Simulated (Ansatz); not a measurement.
Stepwise reaction of `[NH2][Hf]([F])([F])[F]` with ammonia, as a gas-phase model of exchange steps in deposition or etching. ΔE in kJ/mol.

Isolated molecules relaxed with PBE0-D4/def2-TZVP in Ansatz; ΔE leaves out vibrations. CCSD(T)/CBS adds triple-zeta CCSD(T) − MP2 to the extrapolated MP2 energy (def2 sets, frozen cores). This one scheme is used for every species. Functionals use def2-TZVPP. B3LYP here is the variant with VWN-RPA as its local correlation; programs differ in this. Elements past krypton have def2 core potentials. For Hf outer-core shells are correlated without core-valence functions, which leaves a few kJ/mol of doubt a bond. One conformer a species, not always the lowest.

| step | reaction | PBE-D4 | B3LYP-D4 | ωB97M-V | CCSD(T)/CBS |
| --- | --- | --- | --- | --- | --- |
| 1 | `[NH2][Hf]([F])([F])[F]` + NH₃ → `[NH2][Hf]([NH2])([F])[F]` + H–F | 118.2 | 119.7 | 119.5 | 110.7 |
| 2 | `[NH2][Hf]([NH2])([F])[F]` + NH₃ → `[NH2][Hf]([NH2])([NH2])[F]` + H–F | 122.0 | 123.7 | 123.2 | 113.0 |

**Question.** Give the row of step 3, `[NH2][Hf]([NH2])([NH2])[F]` + NH₃ → `[NH2][Hf]([NH2])([NH2])[NH2]` + H–F. (Best estimate.)

**Answer.** Computed: 
| step | reaction | PBE-D4 | B3LYP-D4 | ωB97M-V | CCSD(T)/CBS |
| --- | --- | --- | --- | --- | --- |
| 3 | `[NH2][Hf]([NH2])([NH2])[F]` + NH₃ → `[NH2][Hf]([NH2])([NH2])[NH2]` + H–F | 132.0 | 133.5 | 132.7 | 121.8 |

**Question.** By hand: ΔE of the 3 steps together at CCSD(T)/CBS.

**Answer.** (110.7) + (113.0) + (121.8) = 345.5 kJ/mol, or 115.2 kJ/mol a step.

In ΔE each step is higher than the one before. All are uphill at CCSD(T)/CBS. PBE-D4 differs from CCSD(T)/CBS by 7.5 to 10.2 kJ/mol a step. Isolated molecules leave out the surface, adducts and barriers. Largest T1 diagnostic: 0.016.
